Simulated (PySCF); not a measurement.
# How methods differ on the excitation energy of Pt²⁺

Pt²⁺ [Xe] 4f14 5d8 (3F) → Pt²⁺ [Xe] 4f14 5d7 6s1 (5F), as a difference of total energies. Calculation: PySCF 2.14, in ANO-RCC-VTZP (8s7p5d3f1g, 84 functions); scalar relativity by spin-free X2C-1e. Correlated levels: valence: [Xe] 4f14 frozen; valence and next inner shell: [Kr] 4d10 4f14 frozen. The calculations carry no spin-orbit coupling.

```json
{"method": "UHF", "excitation energy (cm⁻¹)": "20809"}
{"method": "LDA", "excitation energy (cm⁻¹)": "22595"}
{"method": "PBE", "excitation energy (cm⁻¹)": "21755"}
{"method": "PBE0", "excitation energy (cm⁻¹)": "22957"}
{"method": "r2SCAN", "excitation energy (cm⁻¹)": "20812"}
{"method": "MP2 (valence)", "excitation energy (cm⁻¹)": "24790"}
{"method": "SCS-MP2 (valence)", "excitation energy (cm⁻¹)": "27554"}
{"method": "MP2 (valence and next inner shell)", "excitation energy (cm⁻¹)": "22817"}
{"method": "SCS-MP2 (valence and next inner shell)", "excitation energy (cm⁻¹)": "24761"}
```

A first-order spin-orbit estimate (lowest level to lowest level, LS coupling) adds -0.038 eV.

The basis was made for the ground configuration and has no added diffuse functions, so the excitation energy can come out too high.
